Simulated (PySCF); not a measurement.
A side-by-side comparison of computed properties.

First species: C₆H₉ClO₂.
Structure used (GFN2-xTB), in Å, numbered top down from 1:
```
atom  x, y, z in Å
C1    -2.4386    0.6866   -0.1058
C2    -1.3249    0.4200    0.9068
C3    -0.2427   -0.4409    0.2966
C4     0.8405    0.1514   -0.2468
O5     1.8523   -0.4573   -0.8594
C6     2.9193    0.3610   -1.2899
C7    -0.5281   -1.8616    0.3314
O8    -1.4634   -2.3851    0.8584
Cl9    0.6522   -2.8905   -0.5016
H10   -2.8747   -0.2521   -0.4355
H11   -3.2209    1.2913    0.3454
H12   -2.0479    1.2126   -0.9742
H13   -1.7442   -0.1044    1.7656
H14   -0.9010    1.3654    1.2480
H15    0.9042    1.2369   -0.1857
H16    3.5691   -0.2753   -1.8870
H17    3.4790    0.7539   -0.4359
H18    2.5611    1.1943   -1.9012
```

Second species: 2-(trifluoromethyl)acrylic acid, C₄H₃F₃O₂.
SMILES: `O=C(C(C(F)(F)F)=C)O`

Levels: PBE0/pcSseg-1 for dipole moment, HOMO energy, LUMO energy and HOMO–LUMO gap; GFN2-xTB for rotational constant A and rotational constant C. Geometries: GFN2-xTB. All species are isolated and taken at one optimised geometry, non-relativistic unless stated; the electronic structure was computed with PySCF and density fitting.

Dipoles, sizes and rotational constants follow the conformer. The torsions of the flexible species, by atom-mapped SMILES:
- `[CH3:1][CH2:2]/[C:3](=[CH:4]/[O:5][CH3:6])[C:7](=[O:8])[Cl:9]`: C1–C2–C3–C4 95°, C3–C4–O5–C6 -177°, C2–C3–C7–O8 -5°
- `[CH2:1]=[C:2]([C:3](=[O:4])[OH:5])[C:6]([F:7])([F:8])[F:9]`: C1–C2–C3–O4 -179°, C1–C2–C6–F7 -1°, H–O5–C3–C2 180°

Problem. Which of the two has the higher HOMO–LUMO gap, and by how much?

Solution. The second: 6.58 eV against 5.57 eV, a difference of 1.01 eV.

Problem. Which of the two has the higher rotational constant C, and by how much?

Solution. The second: 1.064 GHz against 0.703 GHz, a difference of 0.361 GHz.

Problem. Which of the two has the higher HOMO energy, and by how much?

Solution. The first: -7.18 eV against -8.69 eV, a difference of 1.51 eV.

Problem. Which has the higher rotational constant A?

Solution. The second: 2.726 GHz against 1.552 GHz, a difference of 1.174 GHz.

Problem. Which of the two has the higher LUMO energy, and by how much?

Solution. The first: -1.61 eV against -2.11 eV, a difference of 0.50 eV.

Problem. Which of the two has the higher dipole moment, and by how much?

Solution. The first: 6.00 D against 4.04 D, a difference of 1.96 D.

On the first: The dipole equals about 20.0 × 10⁻³⁰ C·m (1 D = 3.33564 × 10⁻³⁰ C·m).

On the second: The dipole equals about 13.5 × 10⁻³⁰ C·m (1 D = 3.33564 × 10⁻³⁰ C·m).
